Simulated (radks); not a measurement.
Values are calculated unless marked as measured or tabulated.
Species: Te+. Configuration: [Kr] 4d10 5s2 5p3.

Level of theory: scalar-relativistic Kohn-Sham, PBE, spin-polarised, spherical densities, finite nucleus; open shells are filled with parallel spins first (spin-orbit coupling, left out, can overturn this in heavy ions); Fermi nuclear charge, rms radius 4.7423 fm (a radial shooting solver on a logarithmic mesh with Libxc functionals).

Energy parts (eV):
| part | energy |
|---|---|
| total | -184873.573 |
| kinetic | 193690.141 |
| electron-nucleus | -446762.146 |
| Hartree | 72969.248 |
| exchange-correlation | -4770.816 |

Orbitals (lengths in bohr, moments of r in powers of bohr; <r^-3> diverges for s and p1/2):
\begin{tabular}{lrrrrrr}
orbital & occ. & eigenvalue (eV) & <1/r> & <r^-3> & <r^2> & <r> \\ \hline
1s up & 1 & -31635.87 & 55.57 & - & 0.001048 & 0.02781 \\
1s down & 1 & -31635.78 & 55.57 & - & 0.001048 & 0.02781 \\
2s up & 1 & -4858.950 & 12.72 & - & 0.01694 & 0.1199 \\
2s down & 1 & -4858.915 & 12.72 & - & 0.01694 & 0.1199 \\
2p up & 3 & -4362.917 & 12.18 & 5395 & 0.01340 & 0.1048 \\
2p down & 3 & -4362.847 & 12.18 & 5395 & 0.01340 & 0.1048 \\
3s up & 1 & -974.0780 & 4.545 & - & 0.1186 & 0.3221 \\
3s down & 1 & -974.0036 & 4.545 & - & 0.1186 & 0.3221 \\
3p up & 3 & -812.8157 & 4.323 & 1021 & 0.1190 & 0.3202 \\
3p down & 3 & -812.7304 & 4.323 & 1021 & 0.1189 & 0.3202 \\
3d up & 5 & -568.9528 & 4.088 & 140.6 & 0.1043 & 0.2968 \\
3d down & 5 & -568.8723 & 4.088 & 140.6 & 0.1043 & 0.2968 \\
4s up & 1 & -173.3009 & 1.822 & - & 0.6609 & 0.7647 \\
4s down & 1 & -173.1177 & 1.821 & - & 0.6605 & 0.7646 \\
4p up & 3 & -123.3354 & 1.663 & 194.0 & 0.7694 & 0.8213 \\
4p down & 3 & -123.1418 & 1.664 & 194.1 & 0.7676 & 0.8206 \\
4d up & 5 & -50.6285 & 1.366 & 19.49 & 1.116 & 0.9737 \\
4d down & 5 & -50.2793 & 1.373 & 19.66 & 1.097 & 0.9670 \\
5s up & 1 & -24.2539 & 0.6350 & - & 4.675 & 2.036 \\
5s down & 1 & -22.0650 & 0.6437 & - & 4.633 & 2.023 \\
5p up & 3 & -14.5315 & 0.5185 & 18.55 & 6.887 & 2.462 \\
5p down & 0 & -12.2306 & 0.5149 & 18.57 & 7.149 & 2.499 \\
\end{tabular}

The highest occupied level is 5p up at -14.531 eV. For comparison, the ionisation energy in NIST's Atomic Spectra Database is 18.6 eV (measured). In exact Kohn-Sham theory the highest level is minus the ionisation energy, but local and semilocal functionals leave it too shallow, through self-interaction and a potential that decays too fast; potentials with the right tail come closer.
